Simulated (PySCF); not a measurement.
## Property card for `C=C[C@](F)(OC)C(F)(F)F`

Compound: C5H6F4O.
SMILES with atom numbers: `[CH2:1]=[CH:2][C@:3]([F:4])([O:5][CH3:6])[C:7]([F:8])([F:9])[F:10]` (hydrogens: H11, H12 on C1; H13 on C2; H14, H15, H16 on C6)

Structure used (PBE0-D3(BJ)/def2-SVP), in Å, numbered top down from 1:
```
atom  x, y, z in Å
C1     2.4116   -0.9819    0.3735
C2     1.2522   -0.6303    0.9187
C3     0.1356   -0.0095    0.1297
F4     0.5662    0.3427   -1.1266
O5    -0.2946    1.0831    0.8243
C6    -1.2900    1.9112    0.2508
C7    -0.9933   -1.0426   -0.1259
F8    -1.5795   -1.3650    1.0253
F9    -1.9276   -0.5612   -0.9458
F10   -0.5052   -2.1491   -0.6748
H11    2.5998   -0.8329   -0.6925
H12    3.2082   -1.4218    0.9777
H13    1.0354   -0.7668    1.9814
H14   -1.1268    2.0441   -0.8285
H15   -2.3008    1.5086    0.4211
H16   -1.2032    2.8845    0.7499
```

Some functional groups and rings: C=C double bond, ether, CF3 group and C–F bond.

**PBE0-D3(BJ)/def2-SVP geometry optimisation, gas phase (PySCF)**

```yaml
Point_group: C1
Rotational_constants_A_B_C: 1.600, 1.397, 1.042 GHz
```

**wB97X-D/def2-SVPD ground state and vertical TDDFT (core frozen in the response) (PySCF)**

```yaml
Dipole_moment: 1.22 D
HOMO_energy: -10.29 eV
LUMO_energy: 1.28 eV
HOMO–LUMO_gap: 11.57 eV
Lowest_singlet_excitation: 7.57 eV (164 nm, f = 0.036)
Strongest_line_among_the_6_lowest_singlet_transitions: S2 at 7.66 eV (162 nm, f = 0.407)
Static_isotropic_polarisability: 68.4 au
Electronic_spatial_extent_⟨r²⟩_about_the_centre_of_nuclear_charge: 1235 bohr²
```

Monoisotopic mass from the formula: 158.0355 u.

The rotational constants make it an asymmetric top with κ = (2B − A − C)/(A − C) = 0.27, nearer the oblate limit (+1). With B = h/(8π²I), that is 505.379 GHz u Å² over I, the principal moments of inertia are 315.9, 361.8 and 485.1 u Å² (most abundant isotopes). The polarisability is 10.14 Å³ as a volume (1 au = 0.148185 Å³), or 0.86 au for each of the 80 electrons. S1 lies 4.00 eV below the HOMO–LUMO gap; its leading configuration is HOMO−1→LUMO, weight 0.76. In wavenumbers S1 is 61000 cm⁻¹ (1 eV = 8065.54 cm⁻¹). The largest Löwdin shares of the HOMO are 0.40 on C2, 0.39 on C1 and 0.05 on C3.

One conformer stands for the species.
